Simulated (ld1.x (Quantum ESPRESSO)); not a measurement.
# An all-electron radial function and its pseudo partner (Ru (Z = 44))

Columns: radius, all-electron u(r) and pseudo u(r) of the 5p shell (level -22.14 eV) of ruthenium in the configuration [Kr] 4d5 5s0 5p0; LDA (PZ), scalar-relativistic, ultrasoft scheme, ld1.x (Quantum ESPRESSO) 7.5.

```csv
r (bohr),all-electron,pseudo
0.135,0.0415,-0.0046
0.270,-0.2167,-0.0182
0.405,-0.1158,-0.0405
0.540,0.1128,-0.0707
0.675,0.2868,-0.1081
0.810,0.3559,-0.1517
0.945,0.3319,-0.2001
1.080,0.2443,-0.2522
1.215,0.1213,-0.3064
1.350,-0.0153,-0.3615
1.485,-0.1511,-0.4161
1.620,-0.2770,-0.4686
1.755,-0.3876,-0.5180
1.890,-0.4805,-0.5630
2.025,-0.5550,-0.6024
2.160,-0.6114,-0.6354
2.295,-0.6511,-0.6610
2.430,-0.6757,-0.6785
2.565,-0.6870,-0.6873
2.700,-0.6869,-0.6869
2.835,-0.6774,-0.6774
2.970,-0.6603,-0.6603
3.105,-0.6371,-0.6371
3.240,-0.6094,-0.6094
3.375,-0.5785,-0.5785
3.510,-0.5454,-0.5454
```

**Question.** How many radial nodes do the two functions have?

**Answer.** The all-electron 5p function has n − l − 1 = 3; the pseudo-wave has 0, since the states of the same l below it are removed with the core.

**Question.** At about which radius was the pseudo-wave matched?

**Answer.** 2.70 bohr. The columns agree to 0.0005 from 2.56 bohr on; several derivatives are matched, so the curves merge somewhat inside the radius.

**Question.** Where does each function peak?

**Answer.** Outermost all-electron maximum near 2.56 bohr, pseudo maximum near 2.56 bohr (to the table’s step).

**Question.** Is the pseudo-wave norm-conserving?

**Answer.** No, it belongs to an ultrasoft set: the norm inside the radius is not constrained, and the difference is carried by the augmentation charge.
